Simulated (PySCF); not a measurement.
silane (H4Si), SMILES [SiH4].

Geometry: TPSSh-D3(BJ)/def2-TZVPD.

These are r2SCAN/def2-TZVPD (PySCF) values and carry that method's errors.

Symmetry labels are those of the subgroup D2 that the program uses (full group Td).

List the valence orbital energies around the gap with their symmetry. (An estimate is asked for; the answer gives what the named calculation found.)


```csv
orbital,symmetry,energy (eV)
HOMO−7,A,-141.39
HOMO−6,B1,-96.24
HOMO−5,B2,-96.24
HOMO−4,B3,-96.24
HOMO−3,A,-13.97
HOMO−2,B1,-8.87
HOMO−1,B3,-8.87
HOMO,B2,-8.87
LUMO,B1,0.64
LUMO+1,B2,0.64
LUMO+2,B3,0.64
LUMO+3,A,0.75
```
